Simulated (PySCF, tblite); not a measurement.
Isomers of C7H7FO. Method: GFN2-xTB as coded in tblite; computed harmonic values from a numerical Hessian at the method's own geometry, unscaled. Errors from tens to a few hundred cm⁻¹ against measured bands are possible. One conformer each.

Electronic energies: PBE0/pcSseg-1 single points on the GFN2-xTB geometries (PySCF, gas phase).

```csv
SMILES,"electronic energy, lowest = 0 (kJ/mol)"
CO[C@]12C=C[C@]3(F)[C@H]1[C@@H]32,327.4
COc1ccc(F)cc1,0.0
COc1ccccc1F,10.0
```

Problem. How do GFN2-xTB zero-point energies change the relative energies?

Solution. 
```tsv
SMILES	ZPE (kJ/mol)	of it from modes above 1550 cm⁻¹	electronic (kJ/mol)	with ZPE, lowest = 0 (kJ/mol)	lowest mode (cm⁻¹)	rings
COc1ccc(F)cc1	317.2	146.8	0.0	0.0	84	1
COc1ccccc1F	317.4	146.6	10.0	10.2	94	1
CO[C@]12C=C[C@]3(F)[C@H]1[C@@H]32	312.2	139.0	327.4	322.5	77	4
```

The zero-point energies span 5.2 kJ/mol, from `CO[C@]12C=C[C@]3(F)[C@H]1[C@@H]32` to `COc1ccccc1F`. The order is unchanged.

Problem. And how do the electronic energies of GFN2-xTB itself compare?

Solution. `COc1ccc(F)cc1` 0.0; `COc1ccccc1F` 11.6; `CO[C@]12C=C[C@]3(F)[C@H]1[C@@H]32` 254.1 kJ/mol, lowest = 0. Against the energies above, taken from the same isomer `COc1ccc(F)cc1`, the largest difference is 73.3 kJ/mol.

Problem. What do entropy and thermal enthalpy add at 298.15 K and 1 bar (rigid rotor, harmonic oscillator, one conformer each)?

Solution. 
```
                           SMILES  point group  symmetry number  S (J/(mol K))  H − H(0) (kJ/mol)  ZPE + H − H(0) − TS (kJ/mol)
                    COc1ccc(F)cc1           Cs                1          365.5              23.43                         231.6
                      COc1ccccc1F           Cs                1          366.2              23.53                         231.7
CO[C@]12C=C[C@]3(F)[C@H]1[C@@H]32           C1                1          363.6              23.14                         226.9
```
